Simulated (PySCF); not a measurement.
# Bond lengths and vibrations by method: AlGeH2NO

All numbers below are calculated, not measured. The program is PySCF 2.14.0, an open-source quantum chemistry code, run on an isolated molecule that a program drew, which may never have been made. The molecule is AlGeH2NO (charge 0, singlet), drawn as the SMILES string `[O]=[GeH][NH][Al]`.

The geometry was optimised and harmonic frequencies were computed with HF and MP2, all in the cc-pV(D+d)Z basis, for the commonest isotopes, with a restricted reference for singlets and an unrestricted one otherwise, and a frozen core in MP2. Germanium has the cc-pVDZ-PP basis, with a core potential (ECP10MDF) in place of its 10 inner electrons, and its 3s, 3p and 3d shells are frozen in MP2. Each result is a local minimum of its method.

Geometry at the HF minimum:
```xyz
6
AlGeH2NO, angstrom
O    -0.5926   -0.5948   -1.7630
Ge   -1.1524    0.6080   -0.8308
N    -2.4378    1.6991   -1.4303
Al   -3.2296    1.5842   -3.0951
H    -0.7080    0.9662    0.5832
H    -2.7151    2.4137   -0.7729
```

Lengths of the bonds as drawn, in Å (atoms numbered as above):
```
bond,HF,MP2
O1-Ge2,1.622,1.664
Ge2-N3,1.789,1.828
N3-Al4,1.847,1.856
Ge2-H5,1.525,1.540
N3-H6,1.010,1.028
```

Rotational constants, in GHz:
```
constant     HF    MP2
       A  10.12  9.597
       B  2.139   2.11
       C  1.766   1.73
```

Harmonic frequencies in cm^-1, each column in rising order, so a row needn't be the same motion in every method:
```
rank,HF,MP2
1,85,65
2,145,108
3,298,?
4,477,410
5,583,496
6,590,563
7,798,745
8,835,771
9,1036,978
10,1137,1014
11,2259,2156
12,3731,3527
```

**Estimate the missing MP2 frequency from the HF column.**

A single factor s that minimises the squared misfit of MP2 against s times HF over the other rows is sum(HF x MP2) / sum(HF^2) = 0.9411, with an rms misfit of 30 cm^-1. For rank 3 it gives 0.9411 x 298 = 280 cm^-1. The calculation gives 258 cm^-1, 22 cm^-1 below the estimate. The drawn bonds are on average 1.6 % longer in MP2 than in HF.
